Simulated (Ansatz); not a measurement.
Reaction (cleavage of the Ge–Si bond): `[OH][GeH2][SiH3]` + H₂Se → `[OH][GeH2][SeH]` + SiH₄

Gas-phase electronic energies from Ansatz, PBE0-D4/def2-TZVP geometries. CCSD(T)/CBS adds triple-zeta CCSD(T) − MP2 to the extrapolated MP2 energy (def2 sets, frozen cores). This one scheme is used for every species. Functionals use def2-TZVPP. HSE06 is defined as in plane-wave codes. For Ge, Se outer-core shells are correlated without core-valence functions, which leaves a few kJ/mol of doubt a bond. Scalar relativity is left out up to krypton. One conformer a species, not always the lowest.

Problem. Is it downhill or uphill in electronic energy at CCSD(T)/CBS, and by how much? (An estimate is asked.)

Solution. Ansatz gave: Downhill: ΔE = -57.9 kJ/mol.

Problem. What do these levels give: r2SCAN0-D4, HSE06-D4, r2SCAN0, LC-ωPBE, HF/def2-SVP, CCSD(T)/def2-SVP? (An estimate is asked.)

Solution. Computed: r2SCAN0-D4 -58.8, HSE06-D4 -54.2, r2SCAN0 -59.0, LC-ωPBE -53.3, HF/def2-SVP -67.0, CCSD(T)/def2-SVP -59.5 kJ/mol.

Largest T1 diagnostic among the species: 0.012.

From BLYP to BHLYP (50 % exact exchange), in def2-TZVPP and without D4, ΔE moves by −6.6 kJ/mol. Leaving LDA and LC-ωPBE aside and taking each functional with its dispersion term where it has one, the values, not all of them listed here, spread over 11.4 kJ/mol, from BHLYP-D4 to PBE-D4.
